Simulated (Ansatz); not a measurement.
A search over several starts for the lowest SCF solution of SbP₃⁺, that is PPPSb tetrahedron with one electron fewer at the given spin, in a small basis.

```yaml
crystal:
  periodic: [false, false, false]
  atoms:
    - {symbol: P, position_ang: [-0.399984, -0.651549, -1.161598]}
    - {symbol: P, position_ang: [-0.840037, 1.101559, 0.121441]}
    - {symbol: P, position_ang: [-0.342136, -0.850953, 1.045348]}
    - {symbol: Sb, position_ang: [1.582157, 0.400943, -0.005191]}
basis:
  gaussian: {orbitals: def2-SVP}
total_charge: 1
magnetization: {spin_polarized: true, initial_magnetization: 1}
hamiltonian: {xc: pbe0, dispersion: d4}
output: {orbitals: {seedname: orbitals}}
```

```sh
$ ansatz run in.yaml --threads 4 --pin off --events-out ev --progress --plain --max-ram 3916MiB
```

Output, abridged:

```
Functional definition: PBE0
808 factors; integrals over basis functions are off by at most 1.1e-3 eV
mean field evaluation 1: about -34374.6713 eV, gradient 1.9e1 eV
mean field evaluation 2: about -34364.9589 eV, gradient 4.0e1 eV
mean field evaluation 4: about -34377.3329 eV, gradient 2.6e0 eV
mean field evaluation 8: about -34377.3872 eV, gradient 1.7e-1 eV
mean field evaluation 16: about -34377.3879 eV, gradient 3.0e-3 eV
mean field evaluation 32: about -34377.3879 eV, gradient 2.2e-5 eV
mean field evaluation 64: about -34377.3879 eV, gradient 2.5e-5 eV
mean field -34377.38792314 eV, -1263.3457043451 hartree, gradient 2.9e-6 eV, S^2 0.755622; 7 other end points of the search recorded, 0 dependent functions left out
reference -34377.38794369 eV, -1263.3457051002 hartree; 34, 33 occupied and 46, 47 virtual orbitals, 808 factors
Total energy: -34377.59964246 eV, -1263.3534848866 hartree
```

Run time 30 s (4 threads of Intel Xeon on a shared host).

In the def2 sets Sb takes a core potential; there is no spin–orbit coupling.
